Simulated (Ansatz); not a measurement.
Cost and result up the ladder for Li6H7 (13 atoms). The state is a doublet with charge 0. Geometry: PBE0-D4/def2-TZVP.

```tsv
atom	x (Å)	y (Å)	z (Å)
Li1	-0.415	1.804	-0.192
Li2	-0.160	-0.605	-2.058
Li3	-0.197	0.514	1.912
Li4	-1.937	-0.130	-0.420
Li5	1.980	0.187	0.812
Li6	0.311	-1.903	0.296
H7	0.769	-0.136	-0.537
H8	-1.002	-1.640	-0.853
H9	1.408	-0.600	-0.890
H10	-0.997	0.904	-1.678
H11	0.986	1.638	0.983
H12	0.873	-0.947	1.668
H13	-1.619	0.915	0.958
```

Ansatz on 4 threads of Arm Neoverse V2 on a shared host. Times are rough, and most runs start from the orbitals of an earlier one. PBE0-D4/def2-TZVP serves as the yardstick here, not as an exact answer. Binding counts from free atoms at the same level (Li doublet, H doublet; other spins of the atoms weren't run), without zero-point energy or a counterpoise term.

HSE06 is defined as in plane-wave codes, on full-range PBE exchange. Correlated methods freeze no core orbitals; core or outer-core shells of Li are correlated, in sets that lack core-valence functions. In the doublet, H7 and H9 lie 0.87 Å apart (atoms count from 1), so H2 has formed as a molecule. Another isomer (doublet) lies 0.44 eV lower at PBE0-D4/def2-TZVP; other spin states weren't run for this one.

Correlated methods converge slowly with the basis.

```json
{"level": "PBE-D4/def2-TZVP (with forces)", "functions": "126", "wall time": "2 s", "binding energy per atom (eV)": "1.93", "difference from PBE0-D4/def2-TZVP (eV)": "0.02"}
{"level": "HSE06-D4/def2-TZVP", "functions": "126", "wall time": "2 s", "binding energy per atom (eV)": "1.91", "difference from PBE0-D4/def2-TZVP (eV)": "0.00"}
{"level": "PBE0-D4/def2-TZVP", "functions": "126", "wall time": "2.2 s", "binding energy per atom (eV)": "1.91", "difference from PBE0-D4/def2-TZVP (eV)": "0.00"}
{"level": "r2SCANh-D4/def2-TZVP", "functions": "126", "wall time": "3.6 s", "binding energy per atom (eV)": "1.95", "difference from PBE0-D4/def2-TZVP (eV)": "0.04"}
{"level": "r2SCAN-D4/def2-TZVP", "functions": "126", "wall time": "3.8 s", "binding energy per atom (eV)": "1.95", "difference from PBE0-D4/def2-TZVP (eV)": "0.04"}
{"level": "CCSD(T)/def2-TZVP", "functions": "126", "wall time": "35 s", "binding energy per atom (eV)": "1.83", "difference from PBE0-D4/def2-TZVP (eV)": "-0.08"}
```
